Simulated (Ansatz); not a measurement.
# Four-centre ligand exchange

Start structure (AlH₅O₃, closed shell), relaxed at PBE0-D4/def2-TZVP:

Al1  (-0.786, -0.623, 0.471)
O2  (0.741, -1.197, 1.081)
H3  (-1.543, -1.556, -0.574)
H4  (-1.552, 0.434, 1.368)
H5  (1.230, 0.439, -0.163)
O6  (0.415, 0.556, -0.689)
O7  (0.206, 1.959, -0.766)
H8  (1.016, -2.108, 0.993)
H9  (0.272, 2.096, -1.721)
(Å)

The step: AlH₃O ([OH][AlH2]) + H₂O₂ ([OH][OH]) → AlH₃O₂ ([OH][O][AlH2]) + H₂O (still joined by a long Al–O bond); bonds formed: O2–H5; dative contacts that become bonds: Al1–O6; bonds broken: H5–O6; bonds weakened to dative contacts: Al1–O2. Computed with Ansatz 0.2.0 (basis: def2-TZVPP and def2-QZVPP); correlated methods freeze the cores. Extrapolation: Hartree–Fock as exp(−7.88 √X), correlation as X^−2.97. Energies below are by CCSD(T) at an estimated basis limit (MP2 extrapolated from triple and quadruple zeta, plus CCSD(T) − MP2 in triple zeta).

What are the electronic barrier and the energy of the step, from the start structure to the end structure? (To be estimated.)

The calculation gives: Barrier 33.5 kJ/mol; step energy -23.5 kJ/mol (downhill); reverse barrier, their difference, 57.1 kJ/mol. Barrier and step energy count from the start structure, the reverse barrier from the end structure.

The saddle point: One imaginary mode of 915i cm⁻¹.
| pair | start (Å) | saddle (Å) | end (Å) |
| --- | --- | --- | --- |
| Al1–O6 | 2.04 | 1.91 | 1.79 |
| O2–H5 | 2.11 | 1.22 | 0.99 |
| Al1–O2 | 1.74 | 1.86 | 1.97 |
| H5–O6 | 0.98 | 1.23 | 2.40 |

Zero-point energy (harmonic, PBE0-D4): ZPE is 149.2 kJ/mol at the start and 139.6 kJ/mol at the saddle, so the barrier goes from 33.5 to 24.0 kJ/mol.

No T1 diagnostic of these runs exceeds 0.012.

Labels in which every atom is bracketed show which atoms are joined, not bond orders.

For scale, one of the runs: CCSD(T)/def2-TZVPP, 205 basis functions, launched by `ansatz run in.yaml --threads 4 --pin off --events-out ev --progress --plain --max-ram 9574MiB`. Hardware: 4 CPU threads of an Intel Xeon, shared host. Wall time 69 s; peak host memory 2.8 GiB.
